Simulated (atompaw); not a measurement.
# An all-electron radial function and its pseudo partner (oxygen (O))

Columns: radius, all-electron u(r) and pseudo u(r) of the 2s shell (level -27.34 eV) of oxygen in the configuration [He] 2s2 2p3.75; LDA (PW92), scalar-relativistic, PAW (atompaw) scheme, atompaw 4.2.0.5.

```csv
r (bohr),all-electron,pseudo
0.058,-0.3644,0.1006
0.115,-0.4224,0.2071
0.173,-0.3246,0.3233
0.231,-0.1542,0.4373
0.288,0.0368,0.5348
0.346,0.2282,0.6137
0.404,0.4025,0.6790
0.462,0.5529,0.7442
0.519,0.6753,0.8139
0.577,0.7744,0.8793
0.635,0.8496,0.9196
0.692,0.9027,0.9323
0.750,0.9383,0.9416
0.808,0.9581,0.9581
0.865,0.9647,0.9647
0.923,0.9605,0.9605
0.981,0.9477,0.9477
1.038,0.9283,0.9283
1.096,0.9032,0.9032
1.154,0.8741,0.8741
1.212,0.8421,0.8421
1.269,0.8086,0.8086
1.327,0.7732,0.7732
1.385,0.7372,0.7372
1.442,0.7017,0.7017
1.500,0.6658,0.6658
```

Problem. How many radial nodes do the two functions have?

Solution. The all-electron 2s function has n − l − 1 = 1; the pseudo-wave has 0, since the states of the same l below it are removed with the core.

Problem. At about which radius was the pseudo-wave matched?

Solution. 0.80 bohr, where the columns begin to agree (steps of 0.06 bohr).

Problem. Is the pseudo-wave norm-conserving?

Solution. No, it belongs to a PAW set: the norm inside the radius is not constrained, and the difference is carried by the augmentation charge.
